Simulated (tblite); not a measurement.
Compound: C4H7F2O2Si (doublet state).
Geometry (GFN2-xTB, Å), atoms numbered from 1 in this order:
```
atom  x, y, z in Å
O1     0.7550    1.0215   -2.1559
C2     0.0532    1.0802   -1.1938
C3    -0.2575    0.2534   -0.0576
Si4   -1.8452   -0.7251   -0.6193
C5    -0.4918    1.0662    1.2041
F6     0.6367    1.7744    1.5524
O7     0.6008   -0.8854    0.2427
C8     1.9555   -0.7368    0.1165
F9     2.3739   -1.0965   -1.1401
H10   -2.0927   -1.6462    0.4853
H11   -1.4944   -1.4016   -1.8582
H12   -2.9341    0.2397   -0.7851
H13   -1.2889    1.7994    1.0559
H14   -0.7166    0.4087    2.0481
H15    2.4379   -1.4361    0.8120
H16    2.3006    0.2932    0.2815
```

Calculated harmonic vibrations of the isolated species, GFN2-xTB (tblite), most abundant isotopes, no scaling. The method is semi-empirical: single wavenumbers can be off by several per cent or more. Modes of hydrogen on silicon can be 10 to 20 % off. One conformer, not necessarily the lowest. Open shells enter through the occupations alone, without spin polarisation, and single modes of such species can be off by tens of per cent.

Harmonic wavenumbers (cm⁻¹): 39.1, 82.0, 97.3, 101.5, 110.1, 129.5, 149.5, 176.2, 278.1, 328.4, 351.6, 372.6, 488.6, 551.1, 565.1, 612.5, 730.5, 739.5, 752.3, 778.4, 823.6, 875.4, 974.5, 1001.1, 1025.0, 1059.2, 1095.1, 1144.0, 1229.0, 1249.5, 1308.4, 1333.3, 1419.2, 1421.2, 1893.9, 2270.5, 2312.2, 2355.8, 2917.1, 2928.2, 2968.0, 2972.6.

A = 1419, B = 1185, C = 950.7 MHz; mass 153.018 u (most abundant isotopes); point group C1, symmetry number 1; spin multiplicity 2.

Problem. What is the zero-point energy?

Solution. Half the sum of the wavenumbers: 22005 cm⁻¹ = 263.24 kJ/mol.

Problem. Give the ideal-gas entropy at 500 K and 1 bar in the rigid-rotor, harmonic-oscillator model (classical rotation).

Solution. Translation 182.34, rotation 130.66, vibration 240.73, spin (R ln 2) 5.76: S = 559.5 J/(mol K).

Problem. And Cp and H(500 K) − H(0)?

Solution. Cp = 234.50 J/(mol K), of which vibrations give 201.24 (their classical limit is 42 R = 349.2); H(500 K) − H(0) = 74.52 kJ/mol without the zero-point energy, 57.89 from vibrations.

Problem. What must be added to the electronic energy to get the Gibbs energy at 500 K and 1 bar?

Solution. ZPE + [H(500 K) − H(0)] − T·S = 263.24 + 74.52 − 279.75 = 58.01 kJ/mol.

Problem. How do the functions run with temperature in this model?

Solution. 
```csv
T (K),S (J/(mol K)),Cp (J/(mol K)),H − H(0) (kJ/mol),G − H(0) (kJ/mol),ln q(vib)
50,260.1,65.4,2.27,-10.74,0.70
100,315.2,94.2,6.33,-25.20,2.40
298.15,454.5,172.9,32.97,-102.52,9.09
373.15,496.1,198.8,46.93,-138.19,11.37
750,664.4,282.0,139.58,-358.69,21.56
1000,749.8,311.4,214.02,-535.80,27.33
```

q(vib) and H(0) count from the zero-point level.

Problem. Which modes carry the vibrational entropy at 500 K?

Solution. 39.1 cm⁻¹: 26.48; 82.0 cm⁻¹: 20.34; 97.3 cm⁻¹: 18.93; 101.5 cm⁻¹: 18.58; 110.1 cm⁻¹: 17.91; 129.5 cm⁻¹: 16.57 J/(mol K); the other 36 give 121.93 together.

Hindered rotation and anharmonicity are outside this model. Other conformers, if any are populated, would add a mixing term that is left out. The structure is chiral; the term R ln 2 for an equal mix with its mirror image is left out.
